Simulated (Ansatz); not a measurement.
Ansatz (an electronic-structure program) job for Sn(H)(NMe2) (C2H7NSn), SMILES C[N](C)[SnH] (connectivity only; charge and spin as stated), neutral, multiplicity 1, CAM-B3LYP/def2-SVPD. The structure is a stationary point at B3LYP-D3(BJ)/def2-SVP. The structure was generated by enumeration; whether it is a known compound was not checked. The def2 effective core potentials stand for the cores of Sn; spin–orbit coupling is left out.

Ansatz 0.2 input:
```yaml
crystal:
  periodic: [false, false, false]
  atoms:
    - {symbol: Sn, position_ang: [0.03042495, -0.88631648, -0.00000000]}
    - {symbol: H, position_ang: [-1.76618227, -0.96829457, 0.00000000]}
    - {symbol: N, position_ang: [-0.01100710, 1.17828114, 0.00000000]}
    - {symbol: C, position_ang: [1.21874021, 1.94388044, -0.00000000]}
    - {symbol: C, position_ang: [-1.18981707, 2.01910572, -0.00000000]}
    - {symbol: H, position_ang: [1.29162542, 2.60226095, 0.88952865]}
    - {symbol: H, position_ang: [1.29162541, 2.60226095, -0.88952865]}
    - {symbol: H, position_ang: [2.09781731, 1.28050099, -0.00000000]}
    - {symbol: H, position_ang: [-1.21485218, 2.68198172, -0.88927492]}
    - {symbol: H, position_ang: [-1.21485218, 2.68198172, 0.88927492]}
    - {symbol: H, position_ang: [-2.10291819, 1.40924730, -0.00000000]}
basis:
  gaussian:
    orbitals: def2-SVPD
hamiltonian:
  xc: {name: CAM-B3LYP}
```

Log of the run:

```
WARN ansatz: RAYON_NUM_THREADS=1 ignored (pool sized by the plan → 1); use --threads N
Functional definition: CAM-B3LYP
integrals: 0.09 GiB planned
1363 factors; their error is unknown
integrals: 0.12 GiB planned
541 factors; integrals over basis functions are off by at most 1.4e-5 eV
mean field: 0.88 GiB planned
mean field evaluation 1: about -9497.9141 eV, gradient 5.0e1 eV
mean field evaluation 2: about -9479.6962 eV, gradient 9.6e1 eV
mean field evaluation 4: about -9504.0302 eV, gradient 4.3e0 eV
mean field evaluation 8: about -9504.0708 eV, gradient 3.2e-2 eV
mean field evaluation 16: about -9504.1047 eV, gradient 1.7e-4 eV
mean field -9504.10470222 eV, -349.2694056931 hartree, gradient 1.8e-5 eV, S^2 0.000000; 0 other end points of the search recorded, 0 dependent functions left out
reference -9504.10483589 eV, -349.2694106054 hartree; 24, 24 occupied and 124, 124 virtual orbitals, 1363 factors
Total energy: -9504.10483589 eV, -349.2694106054 hartree
```

Self-consistency was reached.
